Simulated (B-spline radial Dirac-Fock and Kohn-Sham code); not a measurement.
X-ray form factors of cesium in several charge states

Calculated with a radial atomic solver, using relativistic Hartree-Fock (Dirac-Fock) wave functions, averaged over the configuration.

Configurations: Cs³⁶⁺ [Ar] 3d1; Cs³⁷⁺ [Ne] 3s2 3p6; Cs³⁸⁺ [Ne] 3s2 3p5; Cs³⁹⁺ [Ne] 3s2 3p4; Cs⁴⁰⁺ [Ne] 3s2 3p3. The first column is f₀ of Cs³⁶⁺, the others are differences from it.

```
s (Å⁻¹)   Cs³⁶⁺  Δ Cs³⁷⁺  Δ Cs³⁸⁺  Δ Cs³⁹⁺  Δ Cs⁴⁰⁺
      0  19.000   -1.000   -2.000   -3.000   -4.000
   0.05  18.985   -0.999   -1.997   -2.995   -3.994
    0.1  18.938   -0.994   -1.988   -2.981   -3.975
   0.15  18.861   -0.987   -1.973   -2.958   -3.944
    0.2  18.755   -0.978   -1.951   -2.926   -3.901
   0.25  18.619   -0.965   -1.925   -2.885   -3.846
    0.3  18.455   -0.950   -1.892   -2.836   -3.780
   0.35  18.264   -0.933   -1.855   -2.778   -3.704
    0.4  18.048   -0.914   -1.812   -2.714   -3.618
   0.45  17.808   -0.892   -1.766   -2.642   -3.522
    0.5  17.545   -0.869   -1.714   -2.564   -3.418
    0.6  16.960   -0.816   -1.602   -2.392   -3.187
    0.7  16.309   -0.759   -1.477   -2.202   -2.933
    0.8  15.608   -0.698   -1.345   -2.001   -2.664
    0.9  14.873   -0.634   -1.209   -1.793   -2.385
      1  14.120   -0.570   -1.073   -1.584   -2.106
    1.1  13.365   -0.507   -0.938   -1.379   -1.831
    1.2  12.621   -0.446   -0.809   -1.182   -1.566
    1.4  11.209   -0.332   -0.574   -0.825   -1.087
    1.6   9.951   -0.236   -0.379   -0.531   -0.692
```
